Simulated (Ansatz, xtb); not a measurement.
C3H7FGeO: which of two isomers lies lower

We compare X, `F[C@@H]1OC[C@H]1[GeH3]`, a singlet, with Y, `F[C@@H]1OC[C@@H]1[GeH3]`, a singlet. Both are isolated molecules in the gas phase, relaxed with PBE-D3(BJ)/def2-SVP.

Energies in hartree; the thermal terms are from GFN2-xTB frequencies at re-optimised GFN2-xTB minima (ideal gas, soft modes damped towards free rotors, one conformer each, 298.15 K, 1 atm) and include the zero-point energy:

|  | X | Y |
| --- | --- | --- |
| E, CCSD(T)/def2-SVP | −2367.888941 | −2367.891767 |
| E, MP2/def2-SVP | −2367.814426 | −2367.817201 |
| E, MP2/def2-TZVPP | −2368.660050 | −2368.661073 |
| zero-point energy | 0.089033 | 0.089368 |
| H(298 K) − E | 0.097362 | 0.097482 |
| G(298 K) − E | 0.056212 | 0.057153 |

Correct the CCSD(T) difference for the basis set by the MP2 change, then work out ΔE, ΔE₀, ΔH and ΔG for X → Y in kcal/mol (1 Eh = 627.51 kcal/mol) and the equilibrium ratio [Y]/[X].

1. Differences Y − X: CCSD(T) −0.002826, MP2 in the small set −0.002775, MP2 in the large set −0.001023 Eh.
2. ΔE = −0.002826 + (−0.001023 − (−0.002775)) = −0.001074 Eh = −0.67 kcal/mol.
3. ΔE₀ = ΔE + ΔZPE = −0.001074 + (+0.000335) Eh = −0.46 kcal/mol.
4. ΔH = ΔE + (+0.000120) Eh = −0.60 kcal/mol.
5. ΔG = ΔE + (+0.000941) Eh = −0.08 kcal/mol, so ΔS = (ΔH − ΔG)/T = −7.2 J/(mol K).
6. kT = 0.9442 mEh, so K = [Y]/[X] = exp(−ΔG/kT) = exp(+0.14) ≈ 1.2.

The two are too close for this level to say which is favoured. An error of 1 kcal/mol in ΔG would change K by a factor of 5.4. Mirror images and further conformers aren't counted.

As drawn, both hold the same kinds of bond in the same numbers.

Other levels gave ΔE = −3.2 (GFN2-xTB); −1.0 (HF/STO-3G, GFN2-xTB geometries); −1.2 (r2SCAN-D4/def2-SVP, GFN2-xTB geometries); −1.7 (PBE-D3(BJ)/def2-SVP); −1.4 (HF/def2-SVP); −1.7 (MP2/def2-SVP); −1.8 (CCSD(T)/def2-SVP) kcal/mol. The correlated steps freeze 14 core orbitals; the filled d shell of Ge is correlated, in a basis made for valence electrons. Programs: Ansatz 0.2.0, xtb 6.7.1.
